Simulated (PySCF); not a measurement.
4-methylidene-2,3-dihydropyrrole (C₅H₇N), SMILES C=C1C=NCC1.

Geometry: PBE0-D3(BJ)/def2-SVP. One conformer was computed; it need not be the lowest.

Computed with CAM-B3LYP/def2-TZVP (PySCF).

Isolated molecule, no solvent.

```yaml
total_energy: -249.41030 hartree
point_group: Cs
highest_occupied_level: -8.32 eV
lowest_empty_level: -0.01 eV
orbital_gap: 8.31 eV
dipole_moment: 2.05 D
quadrupole, principal values (traceless, Buckingham form, about the centre of nuclear charge): -6.12, -0.94, 7.05 D·Å
mean_static_polarisability: 65.4 bohr³ (9.70 Å³)
polarisability_principal_values: 43.6, 60.4, 92.2 bohr³
```
